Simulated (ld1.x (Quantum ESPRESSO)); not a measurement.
## Configuration tests for arsenic (TM)

```json
{
 "Element": "As (Z = 33)",
 "Generator": "ld1.x (Quantum ESPRESSO) 7.5",
 "Type": "norm-conserving Troullier–Martins (Kleinman–Bylander form)",
 "Functional": "PBEsol",
 "Relativity": "scalar-relativistic",
 "Frozen core": "[Ar] 3d10",
 "Valence charge": "5",
 "Reference configuration": "4s2 4p3",
 "Partial waves": "4s (bound): rc 1.70 bohr; 4p (bound): rc 1.70 bohr; 4d channel at -0.15 Ry: rc 1.45 bohr",
 "Local potential": "the d channel",
 "Core correction": "none"
}
```

Energies are relative to the spin-unpolarised reference configuration 4s2 4p3; without spin polarisation the order of configurations can differ from experiment. Not all tests gave a result: 2 of 7 tests not solved or not reliable. Left out of the table: 4s2 4p1 (solver errors, printed error -47.9 eV); 4s2 4p0 (solver errors, printed error -15.8 eV). The frozen-core shift is the all-electron ΔE with the core orbitals held at their reference shape minus the fully relaxed ΔE.

```tsv
valence configuration	charge	ΔE all-electron (eV)	error AE − PS (meV)	frozen-core shift (meV)
4s2 4p2	+1	9.158	-0.5	+4.9
4s1 4p4	0	9.425	+4.1	+8.0
4s2 4p3.3	-0.3	-1.234	+2.3	0.0
```

Q: What are ΔE and the potential's error for 4s0 4p5?

A: ΔE = 19.073 eV all-electron; the error (AE − PS) is +17 meV.

Q: What are ΔE and the potential's error for 4s1 4p3?

A: ΔE = 19.273 eV all-electron; the error (AE − PS) is +6.3 meV.

ld1.x printed “convergence not achieved” for 4 of the counted tests; their residual had stalled under 1e-8, short of the target of 1e-14.

Note: ghost states, extra bound levels that the all-electron valence spectrum of the same l lacks: s at -947.6 eV, p at -441.4 eV. A true bound ghost makes a file unfit for plane-wave use.
